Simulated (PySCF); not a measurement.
C₇H₉NSSi.
Atom-mapped SMILES: `[CH:1]#[C:2][CH2:3][Si@@H:4]1[CH2:5][C@@H:6]([C:7]#[N:8])[CH2:9][S:10]1`

Cartesian coordinates in Å at the GFN2-xTB level; atoms count from 1:
```
atom  x, y, z in Å
C1     2.6144    1.2658   -0.6208
C2     2.4550    0.1904   -0.1188
C3     2.1921   -1.0978    0.4807
Si4    0.3161   -1.3598    0.7337
C5    -0.6982   -0.7023   -0.7419
C6    -1.1528    0.7097   -0.3545
C7    -2.1594    1.1840   -1.2731
N8    -2.9632    1.5294   -2.0090
C9    -1.7087    0.6971    1.0679
S10   -0.4594    0.0037    2.2074
H11    2.7993    2.2032   -1.0542
H12    2.7096   -1.1575    1.4393
H13    2.5926   -1.8840   -0.1610
H14   -0.0090   -2.7410    1.0838
H15   -1.5730   -1.3301   -0.9195
H16   -0.1269   -0.6701   -1.6682
H17   -0.2937    1.3909   -0.3955
H18   -1.9405    1.6998    1.4238
H19   -2.6042    0.0778    1.1323
```

Probes without a nucleus sit at each ring's centroid and 1 Å off its mean plane on both sides; NICS is minus the shielding there, NICSzz its component along the normal. Level: GIAO PBE0/pcSseg-1 (PySCF, non-relativistic, gas phase) on the GFN2-xTB geometry, one conformer.

Ring bond lengths (Å), with Mayer bond orders in brackets: Si4–C5 1.907 (0.89), C5–C6 1.533 (1.00), C6–C9 1.527 (0.98), C9–S10 1.828 (1.01), S10–Si4 2.152 (1.00).

**Question.** Give the NICS values of each ring in ppm.

**Answer.** 
```csv
ring,type,NICS(0),"NICS(1), two faces","NICS(1)zz, two faces",rms pucker (Å),"centre to ring atoms, mean (Å)"
Si4–C5–C6–C9–S10,5-membered ring with S and Si; formal bonds all single,-8.2,-4.6 / -5.3,-3.2 / -3.9,0.21,1.48
```

**Question.** What can be read from them?

**Answer.** 
- Si4–C5–C6–C9–S10: mean NICS(1)zz -3.6 ppm, shielded. Si4, C5, C6, C9 have four or more neighbours, so the value isn't read as a sign of a π ring current.

**Question.** Give the inner angles of the rings and the Hirshfeld charges of the ring atoms.

**Answer.** 
- Si4–C5–C6–C9–S10: Si4 96.9° (+0.364 e), C5 106.2° (-0.151 e), C6 109.6° (-0.008 e), C9 109.6° (-0.061 e), S10 93.4° (-0.093 e); sum 515.7° against 540° for a flat convex ring.

**Question.** What are the shieldings of the ring atoms and their hydrogens in the same run (means over atoms taken as equivalent)?

**Answer.** 
```json
{"atoms": "Si4", "environment": "SiH silicon", "σ isotropic (ppm)": "334.8", "principal values of the symmetric part, first atom (ppm)": "285.4, 332.6, 386.5"}
{"atoms": "C5", "environment": "sp3 carbon bound to silicon", "σ isotropic (ppm)": "164.2", "principal values of the symmetric part, first atom (ppm)": "142.1, 162.5, 188.1"}
{"atoms": "C6", "environment": "sp3 carbon next to a nitrile", "σ isotropic (ppm)": "155.8", "principal values of the symmetric part, first atom (ppm)": "137.4, 152.4, 177.6"}
{"atoms": "C9", "environment": "sp3 carbon bound to sulfur", "σ isotropic (ppm)": "145.3", "principal values of the symmetric part, first atom (ppm)": "108.3, 157.8, 170.0"}
{"atoms": "S10", "environment": "sulfur bonded to C and Si", "σ isotropic (ppm)": "644.9", "principal values of the symmetric part, first atom (ppm)": "501.5, 585.3, 847.7"}
{"atoms": "H14", "environment": "Si–H hydrogen", "σ isotropic (ppm)": "26.46", "principal values of the symmetric part, first atom (ppm)": "22.3, 24.0, 33.1"}
{"atoms": "H15", "environment": "methylene hydrogen", "σ isotropic (ppm)": "30.57", "principal values of the symmetric part, first atom (ppm)": "25.9, 28.4, 37.5"}
{"atoms": "H16", "environment": "methylene hydrogen", "σ isotropic (ppm)": "29.94", "principal values of the symmetric part, first atom (ppm)": "26.0, 27.8, 36.0"}
{"atoms": "H17", "environment": "methine hydrogen", "σ isotropic (ppm)": "28.80", "principal values of the symmetric part, first atom (ppm)": "23.6, 28.7, 34.1"}
{"atoms": "H18", "environment": "methylene hydrogen", "σ isotropic (ppm)": "28.57", "principal values of the symmetric part, first atom (ppm)": "22.1, 27.3, 36.2"}
{"atoms": "H19", "environment": "methylene hydrogen", "σ isotropic (ppm)": "28.96", "principal values of the symmetric part, first atom (ppm)": "22.9, 27.8, 36.2"}
```
